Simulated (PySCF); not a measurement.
## Radial density of W(55+) (tungsten, charge +55)

UHF, [Ar] 3d1, 2D determinant. Computed with PySCF 2.14 in an even-tempered Gaussian basis (16 s from 14 bohr⁻², ratio 2.5; 10 p from 18 bohr⁻², ratio 2.5; 7 d from 18 bohr⁻², ratio 2.5; 4 f from 62 bohr⁻², ratio 2.7; 3 g from 93 bohr⁻², ratio 2.7), with no relativity, point nucleus.

```tsv
r (bohr)	4πr²ρ (e/bohr)	4πr²(ρα − ρβ)
0.000355	0.4355	0.0000
0.000597	1.189	0.0000
0.00100	3.167	0.0000
0.00169	8.096	0.0000
0.00284	19.32	-0.0001
0.00478	41.08	-0.0002
0.00804	72.20	-0.0003
0.0135	94.17	0.0009
0.0227	88.28	0.0205
0.0382	98.07	0.2372
0.0643	117.5	1.6631
0.108	57.12	5.5167
0.182	60.35	5.4198
0.306	12.50	0.6918
0.515	0.1134	0.0054
```

A non-relativistic calculation at this Z misses sizeable relativistic shifts. Spin-orbit coupling, absent here, splits the open shell strongly.
